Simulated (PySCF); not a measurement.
**C₇H₁₅FSi: full NMR table**

* Formula: C7H15FSi
* SMILES: CCC(=C[SiH2]CF)CC
* InChI: InChI=1S/C7H15FSi/c1-3-7(4-2)5-9-6-8/h5H,3-4,6,9H2,1-2H3
* Point group of the computed structure: C1
* Degrees of unsaturation: 1
* Carbon signals: 7
* Proton signals: 7

Numbering as in the mapped SMILES `[CH3:1][CH2:2][C:3](=[CH:4][SiH2:5][CH2:6][F:7])[CH2:8][CH3:9]` (H(Xn): hydrogen on atom n).

- GFN2-xTB geometry
- shielding tensors at PBE0/pcSseg-1 (GIAO)
- code: PySCF
- no relativistic terms, one conformer, in vacuum, one averaged value for each set of equivalent atoms

References, each an isolated molecule treated in the same way: 1H and 13C and 29Si vs TMS; CFCl3 for 19F.

```tsv
carbon	δC, type	δH (multiplicity)	HMBC from (2–3 bonds)	span of the C tensor (ppm)
C1	18.7, CH3	1.15 (t)	H(C2)	35
C2	37.2, CH2	2.19 (q)	H(C4), H(C8), H(C1)	39
C3	181.6, C	–	H(C4), H(Si5), H(C2), H(C8), H(C1), H(C9)	282
C4	117.3, CH	5.74 (m)	H(C6), H(Si5), H(C2), H(C8)	181
C6	78.3, CH2	5.04 (m)	H(C4), H(Si5)	123
C8	34.1, CH2	2.14 (q)	H(C4), H(C2), H(C9)	28
C9	16.9, CH3	1.13 (t)	H(C8)	32
```

Other nuclei:
```json
{"atoms": "H(Si5)", "nucleus": "1H", "environment": "hydrogen on a silicon bonded to 2 C", "δ (ppm)": "4.46", "σ (ppm)": "27.26"}
{"atoms": "F7", "nucleus": "19F", "environment": "fluorine on an sp3 carbon", "δ (ppm)": "-300.8", "σ (ppm)": "471.7"}
{"atoms": "Si5", "nucleus": "29Si", "environment": "silicon bonded to 2 C, 2 H", "δ (ppm)": "-63.3", "σ (ppm)": "412.5"}
```

Carbon types of the structure: 1 × C, 1 × CH, 3 × CH2, 2 × CH3, leaving 2 H on heteroatoms. δC 181.6: fully substituted alkene carbon. δC 117.3: alkene CH; as expected for a trigonal carbon in a double bond. δC 78.3: sp3 CH2 bonded to F and Si; the inductive effect lowers its shielding. δH 5.74: hydrogen on an alkene CH; a vinylic proton, deshielded by the sp2 carbon and the C=C anisotropy. δH 5.04: hydrogen on an sp3 CH2 bonded to F and Si; its carbon carries F, an electronegative neighbour.

Splittings by 19F in the carbon and heteronuclear signals aren't shown, as no couplings were computed. Shifts are as computed. Against solution values, carbons near 30 ppm lie about +3 ppm off and those near 130 ppm about +5 ppm. Of 1309 compounds with measured shifts, 239 miss one by over three times the rms of a fit or turn the order of signals round; such compounds aren't used in these exercises. Unscaled 19F shifts against computed CFCl3 carry errors that often reach 10 to 50 ppm. No couplings were computed; multiplicities are counted from neighbouring protons, with m where these are inequivalent, close in shift, in a saturated or five-membered ring or joined by F or P, and br s for small geminal =CH2 splittings.
